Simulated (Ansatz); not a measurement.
Saddle point of CH$_{6}$GeO, closed shell (CH₆GeO ([CH3][O][GeH3]) → CH₂O ([CH2][O]) + GeH₄; bonds formed: Ge1–H4; bonds broken: Ge1–O2, C3–H4), PBE0-D4/def2-TZVP structure:

```xyz
9
angstrom
Ge -0.2645 0.9872 -0.4257
O 1.0342 -0.7639 -0.6874
C 0.3889 -1.1031 0.3822
H -0.6561 -0.2926 0.6565
H 1.0360 1.7150 -0.0955
H -1.4125 1.8345 0.2490
H -0.7440 0.6082 -1.8218
H 0.8691 -0.9782 1.3725
H -0.2513 -2.0071 0.3702
```

Energies are electronic, without zero-point energy. Barriers and step energies count from the start structure reached by relaxing down the imaginary mode; all methods use the PBE0-D4 structures, on which another method's saddle can fall below an end. Computed with Ansatz 0.2.0 (basis: def2-TZVPP, with def2-QZVPP for the basis limit); correlated methods freeze the cores. Filled d shells of the heavier atoms are correlated. The def2 sets are not built for correlating such inner shells, so the correlated values are less sure here. B3LYP uses VWN-RPA correlation. Extrapolation: Hartree–Fock as exp(−7.88 √X), correlation as X^−2.97.

| method | barrier (kcal/mol) | step energy (kcal/mol) |
| --- | --- | --- |
| SPW92 | 63.54 | 33.85 |
| PBE-D4 | ? | 26.64 |
| BLYP-D4 | 66.31 | 23.40 |
| r2SCAN-D4 | 67.18 | 29.01 |
| B97M-V | 68.03 | 26.95 |
| PBE0-D4 | 68.00 | 29.47 |
| B3LYP-D4 | 69.82 | 26.19 |
| r2SCAN0-D4 | ? | 30.83 |
| BHLYP-D4 | 74.41 | 29.13 |
| CAM-B3LYP-D4 | ? | 28.28 |
| wB97X-V | 72.01 | 28.81 |
| wB97M-V | 70.51 | 27.64 |
| B2PLYP | 71.42 | 26.74 |
| PBE-QIDH | 71.57 | 31.17 |
| RPA on PBE | 70.71 | 24.67 |
| HF | 79.55 | 25.36 |
| MP2 | 72.94 | 29.44 |
| CCSD | 73.89 | 27.38 |
| CCSD(T) | 72.00 | 27.05 |

Task: Fill in the withheld barriers. (Judge from chemistry; the value comes from the calculation.)

Result: The calculation gives: PBE-D4 63.63; CAM-B3LYP-D4 72.97; r2SCAN0-D4 70.07 kcal/mol. Each is the energy of the saddle less that of the start structure, by the same method.

For comparison, the barrier by CCSD(T) at an estimated basis limit (MP2 extrapolated from triple and quadruple zeta, plus CCSD(T) − MP2 in triple zeta) is 72.21 kcal/mol.

No T1 diagnostic of these runs exceeds 0.015.

Labels in which every atom is bracketed show which atoms are joined, not bond orders.

For scale, one of the runs: CCSD(T)/def2-TZVPP, 194 basis functions (an equivalent command: `ansatz run in.yaml --threads 4`). Time: 49 s of wall clock on 4 CPU threads; the host was shared. Peak host memory: 2.3 GiB.
